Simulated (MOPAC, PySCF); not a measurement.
C2H14Si4, SMILES `CC[Si]([SiH3])([SiH3])[SiH3]` (C–C–Si–Si torsion 60°), neutral singlet in the gas phase. 

Cartesian coordinates (Å):
SMILES: CC[Si]([SiH3])([SiH3])[SiH3]
```xyz
20

C     -2.4712     0.6088     0.0002
C     -1.3833     0.0897     0.9483
Si     0.3388    -0.1173     0.1295
Si     1.1295     1.9354    -0.7089
Si     1.9144    -0.9230     1.6794
Si     0.2444    -1.6383    -1.6649
H     -3.4473     0.7118     0.5182
H     -2.2108     1.6036    -0.4168
H     -2.6238    -0.0739    -0.8613
H     -1.6659    -0.8982     1.3728
H     -1.2546     0.7725     1.8161
H      1.1912     2.9683     0.3881
H      2.5132     1.7619    -1.2781
H      0.2343     2.4643    -1.8005
H      3.2605    -1.0786     1.0223
H      2.0571     0.0294     2.8394
H      1.4910    -2.2640     2.2228
H     -0.2901    -2.9707    -1.2030
H     -0.6496    -1.1320    -2.7681
H      1.6222    -1.8498    -2.2356
```
Charge 0, spin multiplicity 1.

All levels are single points at this geometry (PBE-D3(BJ)/def2-SVP); Pople sets use spherical d functions. Orbital energies aren't observables, and empty levels follow the basis.

B3LYP/6-311+G** in PySCF gives gap (eV) = 6.99.

Q: Estimate the gap (eV) from each of these levels: PBE-D3(BJ)/def2-TZVP in PySCF; B3LYP/3-21G in PySCF; B3LYP/6-31G* in PySCF; B3LYP/LANL2DZ in PySCF; M06-2X/6-31G* in PySCF; PBE/6-31G* in PySCF; SVWN5/6-31G* in PySCF; HF/3-21G in PySCF; HF/STO-3G in PySCF; AM1 in MOPAC; PM3 in MOPAC; PM7 in MOPAC.

A: 
```json
[
 {"level": "PBE-D3(BJ)/def2-TZVP in PySCF", "gap (eV)": "5.43"},
 {"level": "B3LYP/3-21G in PySCF", "gap (eV)": "7.60"},
 {"level": "B3LYP/6-31G* in PySCF", "gap (eV)": "7.22"},
 {"level": "B3LYP/LANL2DZ in PySCF", "gap (eV)": "7.74"},
 {"level": "M06-2X/6-31G* in PySCF", "gap (eV)": "9.17"},
 {"level": "PBE/6-31G* in PySCF", "gap (eV)": "5.68"},
 {"level": "SVWN5/6-31G* in PySCF", "gap (eV)": "5.55"},
 {"level": "HF/3-21G in PySCF", "gap (eV)": "13.23"},
 {"level": "HF/STO-3G in PySCF", "gap (eV)": "17.40"},
 {"level": "AM1 in MOPAC", "gap (eV)": "9.08"},
 {"level": "PM3 in MOPAC", "gap (eV)": "7.38"},
 {"level": "PM7 in MOPAC", "gap (eV)": "10.12"}
]
```
